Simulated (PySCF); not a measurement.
CCl3, SMILES Cl[C-](Cl)Cl, charge -1.

The structure is a stationary point at r2SCAN-D4/def2-SVPD.

All values below come from r2SCAN/def2-TZVPD (PySCF).

Symmetry labels are those of the subgroup Cs that the program uses (full group C3v).

Task: List the valence orbital energies around the gap with their symmetry. (An estimate is asked for; the answer gives what the named calculation found.)

Result: 
| orbital | symmetry | energy (eV) |
|---|---|---|
| HOMO−7 | A' | -5.74 |
| HOMO−6 | A' | -4.56 |
| HOMO−5 | A' | -3.45 |
| HOMO−4 | A" | -3.45 |
| HOMO−3 | A' | -2.63 |
| HOMO−2 | A" | -2.63 |
| HOMO−1 | A" | -2.35 |
| HOMO | A' | -0.67 |
| LUMO | A' | 2.80 |
| LUMO+1 | A" | 3.78 |
| LUMO+2 | A' | 3.78 |
| LUMO+3 | A' | 4.00 |
